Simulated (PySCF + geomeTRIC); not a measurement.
A geometry relaxed with B3LYP-D3(BJ)/def2-TZVP (PySCF + geomeTRIC), charge 0, multiplicity 1:

```xyz
6

B      1.8203    -0.0051     0.0275
Si    -1.2031     0.0011    -0.0184
H      2.9891    -0.0046     0.0473
H     -2.0456    -1.2127    -0.0250
H     -2.0351     1.2219    -0.0359
C      0.4724    -0.0057     0.0053
```

Task: Write the SMILES of this molecule.

Result: `B=C=[SiH2]`
